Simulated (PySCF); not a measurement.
Order these species by their calculated properties.

Species are written as SMILES; each is one conformer at its optimised geometry, gas phase, non-relativistic unless stated. Electronic properties by PySCF.

Dipoles, sizes and rotational constants follow the conformer. The torsions of the flexible species, by atom-mapped SMILES:
- `[CH3:1][n:2]1[cH:3][c:4]([NH2:5])[cH:6][n:7]1`: H–N5–C4–C3 -157°, H–N5–C4–C3 -28°
- `[CH3:1][CH2:2][O:3][CH2:4][CH:5][S-:6]`: C1–C2–O3–C4 167°, C2–O3–C4–C5 -59°, O3–C4–C5–S6 102°
- `[CH3:1][C@H:2]([F:3])[CH2:4][CH2:5][Cl:6]`: C1–C2–C4–C5 -174°, C2–C4–C5–Cl6 69°
- `[CH2:1]=[C:2]=[CH:3]/[CH:4]=[C:5]\[C:6]#[N:7]`: C2–C3–C4–C5 180°
- `[CH:1]#[C:2]/[CH:3]=[CH:4]/[CH:5][CH2:6][Cl:7]`: C3–C4–C5–C6 178°, C4–C5–C6–Cl7 -101°
- `[CH2:1]=[C:2][CH2:3][C:4]#[C:5][C:6]#[N:7]`: C1–C2–C3–C4 0°

(1) Rank by smallest rotational constant, lowest first (GFN2-xTB).
A. `CC#Cc1ncno1`
B. `Nc1cnn(C)c1`
C. `CCOC[CH][S-]` [radical]
D. `C[C](C)Cl` [radical]

(2) Rank by electronic spatial extent ⟨r²⟩ about the centre of nuclear charge, highest first (PBE0/def2-SVPD at GFN2-xTB geometries).
A. `Clc1cscn1`
B. `Cn1cc(N)cn1`
C. `CC#Cc1ncno1`
D. `C[C@H](F)CCCl`

(3) Rank by HOMO energy, lowest first (PBE0/def2-SVPD at GFN2-xTB geometries).
A. `Cn1cc(N)cn1`
B. `c1noc(C#CC)n1`
C. `C[C@H](F)CCCl`
D. `Clc1cscn1`

(4) Rank by isotropic g value, lowest first (unrestricted B3LYP/pcH-1, mean-field spin–orbit at GFN2-xTB geometries).
A. `C#C/C=C/[CH]CCl` [radical]
B. `C[C](C)Cl` [radical]
C. `C=[C]CC#CC#N` [radical]
D. `C(C=C=C)#C/[C]=N/[H]` [radical]
E. `C=C=C/C=[C]\C#N` [radical]
F. `CCOC[CH][S-]` [radical]

(5) By how much do the two ends of that ranking differ?

## Answers

(1) A (0.951 GHz), C (1.219 GHz), B (1.640 GHz), D (3.173 GHz).

(2) C (1160 bohr²), D (919 bohr²), A (817 bohr²), B (741 bohr²).

(3) C (-8.48 eV), B (-7.71 eV), D (-7.32 eV), A (-5.72 eV).

(4) D (2.00034), C (2.00219), A (2.00241), E (2.00255), B (2.00539), F (2.00958).

(5) By 0.00924, between `CCOC[CH][S-]` [charge -1 and doublet state] and `[H]/N=[C]/C#CC=C=C` [doublet state].
